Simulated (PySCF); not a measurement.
Charge on either side of a bond

Compound: C8H14.
Numbering: `[CH3:1][CH2:2][C@H:3]1[CH:4]=[C:5]([CH3:6])[CH2:7][CH2:8]1` (hydrogens: H9, H10, H11 on C1; H12, H13 on C2; H14 on C3; H15 on C4; H16, H17, H18 on C6; H19, H20 on C7; H21, H22 on C8)

Geometry (GFN2-xTB, Å), atoms numbered from 1 in this order:
```xyz
22
C8H14 angstrom
C     -2.7204    1.1696   -0.4755
C     -1.9968   -0.1347   -0.1625
C     -0.5468   -0.1426   -0.6547
C      0.3700    0.7449    0.1407
C      1.5107    0.1523    0.4591
C      2.6598    0.7220    1.2168
C      1.5660   -1.2507   -0.0859
C      0.1184   -1.5275   -0.5149
H     -2.2386    2.0089    0.0193
H     -2.7213    1.3587   -1.5471
H     -3.7528    1.1211   -0.1359
H     -2.5311   -0.9619   -0.6374
H     -2.0069   -0.3068    0.9163
H     -0.5404    0.1786   -1.7047
H      0.1010    1.7571    0.3884
H      2.8570    0.1261    2.1079
H      3.5613    0.7071    0.6042
H      2.4565    1.7467    1.5177
H      2.2491   -1.2880   -0.9395
H      1.9261   -1.9662    0.6549
H      0.0624   -2.1055   -1.4358
H     -0.3936   -2.0898    0.2678
```

Atomic charges (e) from the PBE0/pcSseg-1 density (PySCF):

```json
{"atom": "C1", "Mulliken": "-0.2597", "IAO": "-0.4166", "Hirshfeld": "-0.1186", "ESP-fitted": "-0.2978"}
{"atom": "C2", "Mulliken": "-0.2155", "IAO": "-0.2472", "Hirshfeld": "-0.0678", "ESP-fitted": "+0.0595"}
{"atom": "C3", "Mulliken": "-0.3017", "IAO": "-0.1067", "Hirshfeld": "-0.0251", "ESP-fitted": "+0.1870"}
{"atom": "C4", "Mulliken": "-0.0050", "IAO": "-0.1891", "Hirshfeld": "-0.0653", "ESP-fitted": "-0.5216"}
{"atom": "C5", "Mulliken": "-0.3990", "IAO": "+0.0157", "Hirshfeld": "+0.0067", "ESP-fitted": "+0.3232"}
{"atom": "C6", "Mulliken": "-0.1223", "IAO": "-0.4273", "Hirshfeld": "-0.1181", "ESP-fitted": "-0.6809"}
{"atom": "C7", "Mulliken": "-0.1244", "IAO": "-0.2691", "Hirshfeld": "-0.0732", "ESP-fitted": "-0.0248"}
{"atom": "C8", "Mulliken": "-0.1378", "IAO": "-0.2578", "Hirshfeld": "-0.0678", "ESP-fitted": "-0.2447"}
{"atom": "H9", "Mulliken": "+0.1100", "IAO": "+0.1332", "Hirshfeld": "+0.0371", "ESP-fitted": "+0.0719"}
{"atom": "H10", "Mulliken": "+0.1062", "IAO": "+0.1348", "Hirshfeld": "+0.0372", "ESP-fitted": "+0.0692"}
{"atom": "H11", "Mulliken": "+0.1134", "IAO": "+0.1403", "Hirshfeld": "+0.0396", "ESP-fitted": "+0.0794"}
{"atom": "H12", "Mulliken": "+0.1172", "IAO": "+0.1278", "Hirshfeld": "+0.0352", "ESP-fitted": "-0.0061"}
{"atom": "H13", "Mulliken": "+0.1092", "IAO": "+0.1284", "Hirshfeld": "+0.0318", "ESP-fitted": "+0.0218"}
{"atom": "H14", "Mulliken": "+0.1236", "IAO": "+0.1229", "Hirshfeld": "+0.0304", "ESP-fitted": "+0.0270"}
{"atom": "H15", "Mulliken": "+0.0622", "IAO": "+0.1362", "Hirshfeld": "+0.0406", "ESP-fitted": "+0.2025"}
{"atom": "H16", "Mulliken": "+0.1210", "IAO": "+0.1476", "Hirshfeld": "+0.0441", "ESP-fitted": "+0.1795"}
{"atom": "H17", "Mulliken": "+0.1197", "IAO": "+0.1477", "Hirshfeld": "+0.0446", "ESP-fitted": "+0.1737"}
{"atom": "H18", "Mulliken": "+0.1108", "IAO": "+0.1468", "Hirshfeld": "+0.0447", "ESP-fitted": "+0.1878"}
{"atom": "H19", "Mulliken": "+0.1257", "IAO": "+0.1343", "Hirshfeld": "+0.0359", "ESP-fitted": "+0.0332"}
{"atom": "H20", "Mulliken": "+0.1166", "IAO": "+0.1335", "Hirshfeld": "+0.0371", "ESP-fitted": "+0.0379"}
{"atom": "H21", "Mulliken": "+0.1138", "IAO": "+0.1342", "Hirshfeld": "+0.0359", "ESP-fitted": "+0.0653"}
{"atom": "H22", "Mulliken": "+0.1161", "IAO": "+0.1303", "Hirshfeld": "+0.0350", "ESP-fitted": "+0.0570"}
```

**Question.** Cut each of the bonds C1–C2, C2–C3 and C6–C5 in turn and sum the charges on the side of the atom named first.

**Answer.** In e; the other side holds the opposite charge:

| bond cut | piece | atoms | Mulliken | IAO | Hirshfeld | ESP-fitted |
| --- | --- | --- | --- | --- | --- | --- |
| C1–C2 | CH3 | 4 | +0.070 | -0.008 | -0.005 | -0.077 |
| C2–C3 | C2H5 | 7 | +0.081 | +0.001 | -0.006 | -0.002 |
| C6–C5 | CH3 | 4 | +0.229 | +0.015 | +0.015 | -0.140 |

Extremes among these pieces. Mulliken: lowest CH3 at C1, highest CH3 at C6; IAO: lowest CH3 at C1, highest CH3 at C6; Hirshfeld: lowest C2H5 at C2, highest CH3 at C6; ESP-fitted: lowest CH3 at C6, highest C2H5 at C2.

**Question.** Do the schemes agree better on the pieces than on the single atoms at the cuts?

**Answer.** The spread between schemes averages 0.201 e for the pieces and 0.389 e for the atoms named first; it is smaller for the piece at 3 of the 3 cuts. On average they agree better on the pieces. The sign differs between schemes (beyond ±0.03 e) for CH3 at C1 and CH3 at C6.

Isolated species at its GFN2-xTB geometry (one conformer only).
